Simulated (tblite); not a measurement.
CeO2 (SMILES [O]=[Ce]=[O]), singlet, at a GFN2-xTB geometry (such geometries of metal compounds can be far from the true shape); GFN1-xTB in tblite 0.6.0.

Input for tblite:
```
$ tblite run mol.xyz --method gfn1 --charge 0 --spin 0 --efield 0,0,0.1 --json tblite.json --no-restart

# file mol.xyz
3

Ce    -0.16924966     0.08770245    -0.18012469
O      1.87597302    -0.06772443    -0.41145043
O     -0.64891296    -0.56811834     1.71735447
```

It wrote (shortened):

```
xTB calculator
 | screened Coulomb repulsion
 | Coulomb electrostatics
 |  * isotropic Klopman-Ohno-Mataga-Nishimoto electrostatics
 |  * onsite third-order electrostatics
 | DFT-D3(BJ) dispersion correction
 | Interactions (1)
 | [1] electric field

halogen bonding energy    0.0000000000000E+00 Eh
repulsion energy          3.7071129989701E-03 Eh
dispersion energy        -4.5707965938932E-04 Eh
interaction energy        0.0000000000000E+00 Eh
number of electrons       1.5000000000000E+01 e
integral cutoff           3.7325043537990E+01 bohr

------------------------------------------------------------
  cycle        total energy    energy error   density error
------------------------------------------------------------
      1     -8.730704345438  -8.7339544E+00   7.8492022E-01
      2     -8.708466117922   2.2238228E-02   6.9764816E-01
      3     -9.482111854045  -7.7364574E-01   5.3809315E-01
      4     -9.424823521229   5.7288333E-02   4.2274491E-01
      5     -9.768720628264  -3.4389711E-01   3.6625107E-01
      6     -9.673662641247   9.5057987E-02   3.4615876E-01
      7     -9.851311262901  -1.7764862E-01   2.3578630E-01
      8     -9.887427650408  -3.6116388E-02   1.9882575E-01
      9     -9.899638679878  -1.2211029E-02   1.7370972E-01
     10     -9.939617458864  -3.9978779E-02   1.1786737E-01
     11     -9.939783701851  -1.6624299E-04   1.1822245E-01
     12     -9.936545531941   3.2381699E-03   7.1652959E-02
     13     -9.948213049487  -1.1667518E-02   3.2571244E-02
     14     -9.950352853670  -2.1398042E-03   2.1352601E-02
     15     -9.950398905920  -4.6052250E-05   2.2746788E-02
     16     -9.951243880205  -8.4497428E-04   1.6613427E-02
     17     -9.951963244215  -7.1936401E-04   7.8179424E-03
     18     -9.952118195518  -1.5495130E-04   2.5736599E-03
     19     -9.952137924845  -1.9729327E-05   1.0457403E-03
     20     -9.952141071812  -3.1469668E-06   4.0776252E-04
     21     -9.952141584754  -5.1294201E-07   1.5487450E-04
     22     -9.952141609365  -2.4611282E-08   1.2684845E-04
     23     -9.952141662274  -5.2908797E-08   2.7422219E-05
     24     -9.952141664623  -2.3491857E-09   4.1557825E-06
------------------------------------------------------------

electronic energy        -9.9553916979628E+00 Eh
total energy             -9.9521416646232E+00 Eh

Post processing:
 | Mayer-Wiberg bond orders

[Info] JSON dump of results written to 'tblite.json'
```
